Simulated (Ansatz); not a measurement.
The cluster Cd₂Se⁺, relaxed as a doublet with UKS PBE0-D4/def2-TZVP in Ansatz, starting from the GFN1-xTB geometry. Force threshold 0.02 eV/Å.

In the def2 sets Cd takes a core potential; there is no spin–orbit coupling. The relaxation made no stability test and no search for a lower SCF solution. The structure comes from a short search, and lower isomers may exist.

Start:

Cartesian coordinates in Å:
```
Cd -0.3792 -2.2307 0.6528
Cd 0.6890 2.2321 -0.2962
Se -0.3098 -0.0014 -0.3566
```

Question: Estimate the energy that the relaxation releases and the steps that it takes.

Answer: 0.20 eV, in 5 steps; 13 s on 4 threads of Arm Neoverse V2 on a shared host. No frequencies were taken in this run, so the end may be a saddle point.

Question: Does the start keep its bonding and symmetry?

Answer: By distances, no bond broke or formed. The bond that changes most is Cd2–Se3, from 2.45 to 2.51 Å (atoms count from 1). Point group C2v at the start, C2v at the end, both within 0.05 Å.

Question: Predict the relaxed structure.

Answer: 
```xyz
3

Cd   -0.1888   -2.0181    0.7685
Cd    0.7781    2.0212   -0.0903
Se   -0.5892   -0.0031   -0.6781
```
Bond lengths (bridged metal pairs left out): 2 × Cd–Se 2.51 Å.
